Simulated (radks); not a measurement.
Ionisation of neutral manganese, [Ar] 3d5 4s2, to [Ar] 3d5 4s1 as the strength of local exchange is varied. Method: scalar-relativistic Kohn-Sham, Slater X-alpha exchange (alpha = 2/3 is LDA exchange), no correlation, spin-polarised, spherical densities, point nucleus; open shells are filled with parallel spins first; computed with a radial shooting solver on a logarithmic mesh with Libxc functionals.

| alpha | E(Mn) (hartree) | exchange (hartree) | IE (eV) | -e of the level emptied (eV) | <r> of it (bohr) |
|---|---|---|---|---|---|
| 0.577 | -1147.85815 | -41.18621 | 5.715 | 3.129 (4s) | 3.509 |
| 0.58 | -1148.07243 | -41.40835 | 5.727 | 3.141 (4s) | 3.507 |
| 0.667 | -1154.30475 | -47.88594 | 6.062 | 3.525 (4s) | 3.444 |
| 0.811 | -1164.69642 | -58.75664 | 6.664 | 4.217 (4s) | 3.338 |
| 1.009 | -1179.13874 | -74.00455 | 7.580 | 5.277 (4s) | 3.194 |
| 1.028 | -1180.53393 | -75.48590 | 7.673 | 5.384 (4s) | 3.181 |

NIST Atomic Spectra Database: 7.434 eV (measured). The Delta-SCF value meets it near alpha = 0.98. Open shells are spherical and high-spin; term and fine-structure splittings are not resolved.
